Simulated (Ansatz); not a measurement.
Frontier orbitals of `[Cl][Sn]([Cl])([Cl])[SeH]`.

Charge 0, multiplicity 1. Correlated methods include outer-core shells of Se, Sn, which these sets cover unevenly. Scalar relativity is left out up to krypton. Sn: def2 effective core potential. The geometry is a stationary point of PBE0-D4/def2-TZVP. It is one conformer, not always the lowest. Basis def2-TZVPP, the Gaussian-basis code of Ansatz.

| functional | HOMO (eV) | LUMO (eV) | gap (eV) |
| --- | --- | --- | --- |
| LDA (SPW92) | -7.01 | -4.08 | 2.93 |
| PBE | -6.86 | -3.77 | 3.09 |
| BLYP | -6.67 | -3.70 | 2.97 |
| r2SCAN | -7.17 | -3.65 | 3.52 |
| B97M-V | -7.23 | -3.48 | 3.75 |
| PBE0 | -8.06 | -2.94 | 5.12 |
| B3LYP | -7.80 | -3.21 | 4.59 |
| BHLYP | -9.09 | -2.00 | 7.09 |
| ωB97M-V | -10.23 | -0.96 | 9.27 |
| HF | -10.72 | 0.74 | 11.46 |

From PBE to PBE0 the HOMO moves by −1.21 eV and the LUMO by +0.83 eV, and with ωB97M-V by −3.38 and +2.81 eV, so the gap grows from 3.08 to 9.27 eV with exact exchange.

B3LYP here is the variant with VWN-RPA as its local correlation; programs differ in this.
